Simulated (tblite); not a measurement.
A geometry optimisation, step by step.

C₆H₇S (doublet state).
Bonds: C1–C2 (double), C2–S3, S3–C4, C4–C5, C5–C6 (triple), C6–C7. Hydrogens: H8, H9 on C1; H10 on C2; H11 on C4; H12, H13, H14 on C7.
Bond orders are those of one Lewis drawing.

Computed with GFN2-xTB (tblite), gas phase: L-BFGS steps from a force-field or distance-geometry start until the largest atomic force falls under 0.01 eV/Å. 9 of its 90 geometries are shown.

Step 0: E = -530.0884 eV, largest atomic force 3.638 eV/Å
```
atom  x, y, z in Å  |  force x, y, z in eV/Å
C1     -2.509    1.454    0.503   -0.697   0.927   0.043
C2     -1.634    0.476    0.557    0.687  -0.377   0.148
S3     -2.083   -1.111   -0.133    0.107  -0.293   0.022
C4     -0.658   -2.044   -0.663    1.514   2.935  -0.098
C5      0.561   -1.292   -0.365   -2.706  -2.240  -0.947
C6      1.547   -0.651   -0.148    1.854   1.089   0.421
C7      2.757    0.136    0.148    0.073  -1.266  -0.028
H8     -3.493    1.316    0.045    0.491   0.185   0.243
H9     -2.268    2.445    0.927   -0.307  -0.747  -0.324
H10    -0.669    0.655    1.040   -0.257  -0.607  -0.388
H11    -0.789   -2.297   -1.732    0.146  -0.358   0.959
H12     2.464    1.020    0.715    0.306  -0.155   0.058
H13     3.281    0.420   -0.771   -0.355   0.088   0.074
H14     3.493   -0.529    0.693   -0.857   0.817  -0.181
```

Step 11: E = -530.7809 eV, largest atomic force 0.358 eV/Å
```
atom  x, y, z in Å  |  force x, y, z in eV/Å
C1     -2.522    1.470    0.517   -0.038  -0.026   0.017
C2     -1.672    0.460    0.549    0.148  -0.307  -0.109
S3     -2.127   -1.126   -0.106   -0.047   0.153  -0.097
C4     -0.650   -1.705   -0.820   -0.110  -0.101   0.069
C5      0.568   -1.219   -0.461   -0.010   0.048  -0.188
C6      1.590   -0.649   -0.123    0.062   0.066   0.034
C7      2.790    0.101    0.165   -0.025  -0.005  -0.048
H8     -3.491    1.344    0.065   -0.034   0.082   0.074
H9     -2.289    2.435    0.933    0.026  -0.041   0.000
H10    -0.666    0.484    0.946   -0.141   0.081  -0.027
H11    -0.803   -2.502   -1.534    0.115   0.093   0.229
H12     2.514    0.997    0.734    0.170  -0.165  -0.066
H13     3.248    0.407   -0.784    0.029  -0.029   0.226
H14     3.510   -0.497    0.739   -0.146   0.151  -0.114
```

Step 22: E = -530.8528 eV, largest atomic force 0.211 eV/Å
```
atom  x, y, z in Å  |  force x, y, z in eV/Å
C1     -2.556    1.467    0.542    0.051  -0.044   0.061
C2     -1.732    0.433    0.478    0.031  -0.007  -0.090
S3     -2.174   -1.076   -0.295   -0.088  -0.057  -0.034
C4     -0.637   -1.727   -0.758   -0.111  -0.049  -0.135
C5      0.548   -1.106   -0.520    0.073  -0.129   0.112
C6      1.578   -0.554   -0.181   -0.107  -0.029  -0.038
C7      2.812    0.106    0.151    0.000   0.039   0.016
H8     -3.559    1.415    0.151    0.086   0.114   0.036
H9     -2.215    2.380    0.999   -0.199   0.054   0.044
H10    -0.725    0.452    0.864    0.019  -0.022  -0.058
H11    -0.712   -2.633   -1.337    0.032   0.042   0.094
H12     2.596    0.989    0.751    0.038   0.083   0.027
H13     3.324    0.413   -0.761    0.113  -0.010   0.040
H14     3.451   -0.561    0.732    0.063   0.016  -0.073
```

Step 33: E = -530.8821 eV, largest atomic force 0.091 eV/Å
```
atom  x, y, z in Å  |  force x, y, z in eV/Å
C1     -2.573    1.470    0.565    0.011  -0.002   0.044
C2     -1.745    0.447    0.410   -0.032   0.028  -0.002
S3     -2.187   -1.033   -0.411    0.029  -0.034  -0.078
C4     -0.638   -1.737   -0.747    0.043   0.045   0.022
C5      0.554   -1.136   -0.467   -0.023   0.008  -0.045
C6      1.567   -0.511   -0.210    0.053  -0.047   0.010
C7      2.821    0.114    0.140   -0.020  -0.012   0.018
H8     -3.578    1.462    0.179    0.026  -0.025   0.019
H9     -2.258    2.348    1.100   -0.028   0.029  -0.004
H10    -0.729    0.438    0.774   -0.003   0.046   0.005
H11    -0.692   -2.695   -1.231   -0.001  -0.014   0.021
H12     2.642    0.997    0.752   -0.034   0.044   0.015
H13     3.380    0.416   -0.747   -0.062  -0.015  -0.065
H14     3.438   -0.581    0.709    0.040  -0.053   0.040
```

Step 44: E = -530.8936 eV, largest atomic force 0.059 eV/Å
```
atom  x, y, z in Å  |  force x, y, z in eV/Å
C1     -2.598    1.470    0.592   -0.015   0.008   0.003
C2     -1.740    0.486    0.369   -0.004  -0.007  -0.015
S3     -2.160   -0.955   -0.532   -0.002  -0.048  -0.035
C4     -0.628   -1.738   -0.743   -0.010   0.047   0.032
C5      0.569   -1.154   -0.462   -0.039  -0.029  -0.005
C6      1.591   -0.560   -0.172    0.030   0.007   0.015
C7      2.834    0.100    0.144   -0.006  -0.006  -0.008
H8     -3.603    1.444    0.208   -0.025  -0.014   0.013
H9     -2.320    2.331    1.172    0.022   0.021  -0.002
H10    -0.720    0.484    0.721    0.010   0.025   0.017
H11    -0.697   -2.727   -1.156   -0.013  -0.023  -0.027
H12     2.636    0.993    0.738    0.028   0.004   0.003
H13     3.351    0.394   -0.771    0.013   0.010  -0.003
H14     3.483   -0.569    0.710    0.011   0.004   0.011
```

Step 56: E = -530.8952 eV, largest atomic force 0.035 eV/Å
```
atom  x, y, z in Å  |  force x, y, z in eV/Å
C1     -2.612    1.468    0.595    0.012  -0.007   0.002
C2     -1.750    0.489    0.359   -0.012   0.018  -0.011
S3     -2.162   -0.954   -0.544    0.022   0.010   0.025
C4     -0.625   -1.734   -0.739   -0.022   0.004   0.007
C5      0.574   -1.156   -0.451   -0.012   0.012   0.003
C6      1.599   -0.569   -0.155   -0.017  -0.008  -0.002
C7      2.844    0.094    0.146    0.002  -0.003  -0.001
H8     -3.627    1.435    0.236    0.021  -0.012   0.004
H9     -2.321    2.335    1.161   -0.012  -0.012   0.001
H10    -0.726    0.500    0.701   -0.020   0.018  -0.018
H11    -0.701   -2.718   -1.165    0.030  -0.008  -0.010
H12     2.653    0.991    0.737    0.004  -0.001   0.002
H13     3.352    0.385   -0.775    0.007  -0.001  -0.003
H14     3.502   -0.567    0.712   -0.003  -0.010   0.001
```

Step 67: E = -530.8974 eV, largest atomic force 0.039 eV/Å
```
atom  x, y, z in Å  |  force x, y, z in eV/Å
C1     -2.639    1.463    0.601   -0.005  -0.002   0.004
C2     -1.762    0.506    0.335   -0.002   0.019   0.006
S3     -2.168   -0.962   -0.532    0.016   0.030   0.019
C4     -0.623   -1.721   -0.734    0.003   0.013   0.010
C5      0.570   -1.141   -0.428   -0.017  -0.015  -0.027
C6      1.606   -0.575   -0.129    0.012   0.020   0.000
C7      2.861    0.077    0.151   -0.006   0.001  -0.002
H8     -3.667    1.403    0.287    0.019  -0.018   0.010
H9     -2.347    2.342    1.151   -0.010  -0.022  -0.024
H10    -0.725    0.552    0.631   -0.017   0.000  -0.009
H11    -0.676   -2.696   -1.183   -0.018  -0.021  -0.003
H12     2.691    0.980    0.738   -0.009   0.019   0.019
H13     3.357    0.356   -0.780    0.024   0.003  -0.016
H14     3.521   -0.586    0.711    0.009  -0.028   0.011
```

Step 78: E = -530.9007 eV, largest atomic force 0.028 eV/Å
```
atom  x, y, z in Å  |  force x, y, z in eV/Å
C1     -2.683    1.451    0.616   -0.003   0.013   0.000
C2     -1.770    0.543    0.301   -0.001  -0.009   0.003
S3     -2.165   -0.957   -0.509    0.001   0.005   0.008
C4     -0.615   -1.699   -0.734    0.000   0.006   0.006
C5      0.579   -1.121   -0.430   -0.007   0.001   0.000
C6      1.613   -0.554   -0.127    0.015  -0.014  -0.019
C7      2.890    0.054    0.159    0.001  -0.004  -0.002
H8     -3.724    1.312    0.381   -0.007   0.007   0.007
H9     -2.411    2.361    1.120   -0.004  -0.009  -0.005
H10    -0.719    0.651    0.519    0.004   0.003  -0.009
H11    -0.671   -2.678   -1.176    0.001  -0.005  -0.003
H12     2.756    0.960    0.752   -0.018   0.000   0.003
H13     3.399    0.317   -0.770    0.011   0.009   0.001
H14     3.521   -0.641    0.715    0.009  -0.001   0.010
```

Step 89: E = -530.9018 eV, largest atomic force 0.009 eV/Å
```
atom  x, y, z in Å  |  force x, y, z in eV/Å
C1     -2.705    1.448    0.624    0.005  -0.002  -0.007
C2     -1.780    0.560    0.288    0.001   0.001  -0.005
S3     -2.166   -0.965   -0.480    0.002  -0.002   0.003
C4     -0.613   -1.688   -0.733    0.000  -0.001  -0.003
C5      0.583   -1.110   -0.433    0.002  -0.001  -0.001
C6      1.632   -0.561   -0.146   -0.003  -0.002  -0.002
C7      2.907    0.040    0.162   -0.003   0.002   0.004
H8     -3.751    1.276    0.435   -0.003   0.001   0.006
H9     -2.439    2.377    1.097    0.005  -0.002   0.002
H10    -0.724    0.700    0.458    0.002   0.002  -0.001
H11    -0.668   -2.664   -1.180   -0.001   0.000   0.001
H12     2.762    0.940    0.760   -0.002   0.005  -0.001
H13     3.433    0.309   -0.757   -0.005   0.000   0.004
H14     3.528   -0.660    0.724    0.000  -0.002  -0.001
```

Problem. Summarise the path.

Solution. The energy falls by 0.8134 eV from step 0 to step 89; nine tenths of that is first reached at step 18. It falls at every step. The largest force goes from 3.638 to 0.009 eV/Å. Among the bonds C4–C5 changes most, from 1.463 to 1.362 Å; the atoms move by 0.354 Å rms after alignment.

Problem. Follow the three bonds and two angles with the largest change from start to end.

Solution. 
| step | E above end (eV) | largest force (eV/Å) | C4–C5 (Å) | S3–C4 (Å) | C7–H14 (Å) | S3–C4–C5 (°) | S3–C2–H10 (°) |
| --- | --- | --- | --- | --- | --- | --- | --- |
| 0 | 0.8134 | 3.638 | 1.463 | 1.784 | 1.132 | 109.6 | 122.5 |
| 4 | 0.3075 | 1.731 | 1.362 | 1.739 | 1.087 | 119.4 | 119.7 |
| 8 | 0.1674 | 0.495 | 1.362 | 1.738 | 1.090 | 124.2 | 116.0 |
| 12 | 0.1115 | 0.242 | 1.361 | 1.737 | 1.094 | 121.7 | 113.4 |
| 15 | 0.0938 | 0.238 | 1.361 | 1.736 | 1.087 | 123.4 | 114.9 |
| 19 | 0.0728 | 0.345 | 1.362 | 1.735 | 1.097 | 124.1 | 114.8 |
| 23 | 0.0432 | 0.243 | 1.359 | 1.733 | 1.088 | 123.9 | 114.0 |
| 27 | 0.0273 | 0.089 | 1.362 | 1.736 | 1.092 | 124.3 | 113.0 |
| 31 | 0.0221 | 0.113 | 1.362 | 1.733 | 1.092 | 124.1 | 112.8 |
| 35 | 0.0166 | 0.132 | 1.364 | 1.736 | 1.090 | 124.4 | 113.1 |
| 39 | 0.0119 | 0.147 | 1.361 | 1.730 | 1.093 | 124.4 | 113.1 |
| 43 | 0.0086 | 0.078 | 1.362 | 1.735 | 1.091 | 123.9 | 113.0 |
| 46 | 0.0078 | 0.031 | 1.361 | 1.734 | 1.091 | 124.0 | 113.6 |
| 50 | 0.0073 | 0.025 | 1.362 | 1.733 | 1.091 | 124.0 | 113.6 |
| 54 | 0.0069 | 0.026 | 1.362 | 1.734 | 1.092 | 124.2 | 113.3 |
| 58 | 0.0062 | 0.037 | 1.362 | 1.733 | 1.091 | 124.6 | 113.1 |
| 62 | 0.0053 | 0.048 | 1.362 | 1.733 | 1.092 | 124.6 | 112.9 |
| 66 | 0.0046 | 0.028 | 1.362 | 1.734 | 1.091 | 124.6 | 113.1 |
| 70 | 0.0033 | 0.076 | 1.362 | 1.732 | 1.091 | 124.7 | 113.5 |
| 74 | 0.0016 | 0.033 | 1.362 | 1.732 | 1.092 | 125.0 | 113.5 |
| 77 | 0.0013 | 0.029 | 1.362 | 1.732 | 1.091 | 125.1 | 113.5 |
| 81 | 0.0006 | 0.029 | 1.362 | 1.733 | 1.092 | 125.1 | 113.3 |
| 85 | 0.0001 | 0.015 | 1.362 | 1.732 | 1.091 | 125.4 | 113.4 |
| 89 | 0.0000 | 0.009 | 1.362 | 1.732 | 1.091 | 125.4 | 113.5 |

What follows is the cost of the whole relaxation. On one thread of an Arm Neoverse V2, shared host with 96 logical CPUs at a one-minute load of 27, this took 0.39 s of wall time.
